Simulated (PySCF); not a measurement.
PySCF 2.14 output of a UHF calculation on a single atom or ion in aug-cc-pV5Z (10s9p7d5f4g3h2i, 202 functions), with the non-relativistic Hamiltonian (point nucleus):

```
SCF conv_tol = 1e-09
number electrons alpha = 11  beta = 9
cycle= 1 E= -759.543627527434  delta_E= -0.00431  |g|= 0.0252  |ddm|= 0.0378
cycle= 2 E= -759.543831478435  delta_E= -0.000204  |g|= 0.00671  |ddm|= 0.0441
cycle= 3 E= -759.543853847434  delta_E= -2.24e-05  |g|= 0.00118  |ddm|= 0.0178
cycle= 4 E= -759.543856409189  delta_E= -2.56e-06  |g|= 0.000534  |ddm|= 0.00699
cycle= 5 E= -759.543857471166  delta_E= -1.06e-06  |g|= 0.000347  |ddm|= 0.00303
cycle= 6 E= -759.543858534229  delta_E= -1.06e-06  |g|= 0.000252  |ddm|= 0.00256
cycle= 7 E= -759.543859662576  delta_E= -1.13e-06  |g|= 8.61e-05  |ddm|= 0.005
cycle= 8 E= -759.543859766158  delta_E= -1.04e-07  |g|= 6.79e-06  |ddm|= 0.00199
cycle= 9 E= -759.543859766213  delta_E= -5.56e-11  |g|= 7.48e-07  |ddm|= 3.97e-05
converged SCF energy = -759.543859766213  <S^2> = 2.0021643  2S+1 = 3.0014425
```

The run itself started from symmetry-adapted Hartree-Fock orbitals and held the occupation by maximum overlap, so the iterations belong to that start.

**Question.** Which element, charge and spin multiplicity is this?

**Answer.** Sc+ (scandium, charge +1), multiplicity 3; the state was [Ar] 3d1 4s1, high-spin 3D determinant.
